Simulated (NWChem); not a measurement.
# benzothiadiazole (C6H4N2S); SMILES c1ccc2nsnc2c1

All runs: NWChem. Pople sets run with spherical d functions. All runs use the structure optimised with PBE0/def2-SVP. Not confirmed as a minimum by frequencies.

For level HCTH/407/6-31G*:

* **highest occupied level (eV)**: -6.05
* **orbital gap (eV)**: 3.02

Problem. What are these values for level LC-BLYP (range parameter 0.33 per bohr)/6-31G*?

Solution. 
* **highest occupied level (eV)**: -8.90
* **orbital gap (eV)**: 8.67
